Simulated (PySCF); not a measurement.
# Exercise with solution: dipole moment from atomic charges

Si(H)(F)(Me)(OH) (CH₅FOSi), SMILES C[SiH](O)F. Atoms are numbered in the order given.

```xyz
9

Si     0.1355    -0.1927     0.2804
C      1.2986     0.6819    -0.8837
O     -0.8050    -1.3258    -0.4779
F     -0.8220     0.9519     0.9402
H      0.8177    -0.9076     1.3802
H      1.9817    -0.0337    -1.3688
H      1.9070     1.4242    -0.3420
H      0.7444     1.2167    -1.6728
H     -1.3018    -1.0532    -1.2581
```

Coordinates come from a B3LYP-D3(BJ)/def2-SVP optimisation. One conformer was computed; it need not be the lowest.

Charges (e) from CAM-B3LYP/def2-TZVP (PySCF):

```
atom  Mulliken  ESP fit
----  --------  -------
Si1      0.707    0.984
C2      -0.500   -0.821
O3      -0.531   -0.733
F4      -0.339   -0.359
H5      -0.066   -0.130
H6       0.138    0.198
H7       0.139    0.208
H8       0.131    0.206
H9       0.321    0.445
```

The dipole moment of the full density is 2.21 D.

Question: What dipole moment does each set of point charges give, and which comes closer to that of the density?

Answer: 
μ = Σ q r, and 1 e Å = 4.8032 D.
Mulliken: Σ q r = (0.317, -0.021, -0.375) e Å, |μ| = 2.36 D.
ESP fit: Σ q r = (0.209, 0.070, -0.412) e Å, |μ| = 2.24 D.
ESP fit comes closer in size. Point charges leave out the atoms' own dipoles (lone pairs, polarised bonds); fits to the potential absorb them, partitions of the density don't.
